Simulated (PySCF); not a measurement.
C3H12AlNSi, SMILES C[N](C)[Al]([CH3])[SiH3], singlet, GFN2-xTB optimised geometry. Atoms within 1.6 Å of the plane z = 0.0 Å (x, y, z in Å): C7 (-2.20, -0.72, -1.00), H9 (-2.84, 0.02, -1.50), H10 (-2.86, -1.43, -0.48), H11 (-1.59, -0.20, -0.26), Si15 (1.38, -0.01, 0.00), H16 (1.03, -0.45, 1.37), H17 (1.03, 1.43, 0.00), H18 (2.86, -0.01, 0.00).

Computed with PySCF 2.14.0 with CAM-B3LYP/def2-SVP. Cells within 0.4 Å of a nucleus heavier than hydrogen are left out (blank, or x).

Map of the HOMO−1 amplitude (bohr^(-3/2)) on the plane z = 0.0 Å; orbital energy -8.75 eV, overall sign arbitrary:

```
|555555555555555555555555555|
|555555555555555555555555555|
|555555555555555555555555555|
|555555555555555555555555555|
|555555555555555555555555555|
|555555555555555555555555555|
|555555555555555666555555555|
|555555555555556666665555555|
|555555555555566777666555555|
|555555555555566898766655555|
|555555555555556898776665555|
|555555555555555678877766555|
|555555555555444455788876555|
|5555555565544322xx689976555|
|555555556654421035567766555|
|555555556554321001356665555|
|555555555554432112345555555|
|555555555554433223445555555|
|555555555555443334445555555|
|555555555555444444455555555|
|555555555555555445555555555|
|555555555555555555555555555|
|555555555555555555555555555|
|555555555555555555555555555|
|555555555555555555555555555|
|555555555555555555555555555|
|555555555555555555555555555|
```
Scale: ten equal steps from -0.100 (start of '0') to 0.082 (end of '9'), in the order '0123456789'; x runs from -5.00 to 5.00, y from -5.00 (bottom) to 5.00 (top).
